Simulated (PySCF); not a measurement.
Molecular orbitals of CsO

B3LYP at R = 2.449 Å; Cs def2-SVPD with ECP46, O def2-SVPD; scalar-relativistic core potentials (PySCF 2.14). State: ²Σ⁺ (doublet), unpaired electrons σ ↑. Only the outer orbitals are listed, counted within each symmetry, core potentials removing the inner ones.

```json
{"spin": "α", "orbital": "2σ", "occ.": "1", "ε (eV)": "-28.62", "on Cs (%)": "99", "main shells (%)": "99 Cs s"}
{"spin": "α", "orbital": "3σ", "occ.": "1", "ε (eV)": "-21.13", "on Cs (%)": "3", "main shells (%)": "96 O s"}
{"spin": "α", "orbital": "1π", "occ.": "1", "ε (eV)": "-14.39", "on Cs (%)": "100", "main shells (%)": "100 Cs p"}
{"spin": "α", "orbital": "1π", "occ.": "1", "ε (eV)": "-14.39", "on Cs (%)": "100", "main shells (%)": "100 Cs p"}
{"spin": "α", "orbital": "4σ", "occ.": "1", "ε (eV)": "-14.06", "on Cs (%)": "92", "main shells (%)": "92 Cs p"}
{"spin": "α", "orbital": "5σ", "occ.": "1", "ε (eV)": "-6.76", "on Cs (%)": "9", "main shells (%)": "91 O p"}
{"spin": "α", "orbital": "2π", "occ.": "1", "ε (eV)": "-5.23", "on Cs (%)": "3", "main shells (%)": "97 O p"}
{"spin": "α", "orbital": "2π", "occ.": "1", "ε (eV)": "-5.23", "on Cs (%)": "3", "main shells (%)": "97 O p"}
{"spin": "α", "orbital": "6σ", "occ.": "0", "ε (eV)": "-1.20", "on Cs (%)": "103", "main shells (%)": "90 Cs s, 12 Cs p"}
{"spin": "α", "orbital": "3π", "occ.": "0", "ε (eV)": "-0.08", "on Cs (%)": "99", "main shells (%)": "89 Cs p, 10 Cs d"}
{"spin": "α", "orbital": "3π", "occ.": "0", "ε (eV)": "-0.08", "on Cs (%)": "99", "main shells (%)": "89 Cs p, 10 Cs d"}
{"spin": "β", "orbital": "2σ", "occ.": "1", "ε (eV)": "-28.57", "on Cs (%)": "99", "main shells (%)": "99 Cs s"}
{"spin": "β", "orbital": "3σ", "occ.": "1", "ε (eV)": "-19.14", "on Cs (%)": "6", "main shells (%)": "93 O s"}
{"spin": "β", "orbital": "1π", "occ.": "1", "ε (eV)": "-14.37", "on Cs (%)": "100", "main shells (%)": "100 Cs p"}
{"spin": "β", "orbital": "1π", "occ.": "1", "ε (eV)": "-14.37", "on Cs (%)": "100", "main shells (%)": "100 Cs p"}
{"spin": "β", "orbital": "4σ", "occ.": "1", "ε (eV)": "-13.74", "on Cs (%)": "93", "main shells (%)": "92 Cs p"}
{"spin": "β", "orbital": "2π", "occ.": "1", "ε (eV)": "-4.50", "on Cs (%)": "3", "main shells (%)": "96 O p"}
{"spin": "β", "orbital": "2π", "occ.": "1", "ε (eV)": "-4.50", "on Cs (%)": "3", "main shells (%)": "96 O p"}
{"spin": "β", "orbital": "5σ", "occ.": "0", "ε (eV)": "-1.38", "on Cs (%)": "74", "main shells (%)": "59 Cs s, 27 O p, 13 Cs p"}
{"spin": "β", "orbital": "6σ", "occ.": "0", "ε (eV)": "-0.81", "on Cs (%)": "50", "main shells (%)": "50 O p, 35 Cs s, 14 Cs d"}
{"spin": "β", "orbital": "3π", "occ.": "0", "ε (eV)": "-0.08", "on Cs (%)": "99", "main shells (%)": "90 Cs p, 10 Cs d"}
```

Question: Which are the highest filled and the lowest empty level, where do they sit, and how wide is the gap?

Answer: Highest filled β 2π at -4.50 eV (in %: 96 O p); lowest empty β 5σ at -1.38 eV (in %: 59 Cs s, 27 O p, 13 Cs p); the gap at B3LYP is 3.12 eV.

```json
{
  "bond order (Mayer)": "0.26",
  "⟨S²⟩": "0.755",
  "charge on Cs (Mulliken, basis-dependent)": "0.87",
  "charge on Cs (Löwdin, basis-dependent)": "0.95",
  "dipole moment (positive dipole means Cs(−)O(+))": "-8.79 D",
  "polarisability along the bond": "41.8 bohr³",
  "polarisability across the bond": "32.7 bohr³"
}
```

Shares are Mulliken populations and can fall outside 0 to 100 %.

Spin–orbit coupling is left out. The state is the lowest determinant that a PBE0 search found; another state may lie lower at other levels.
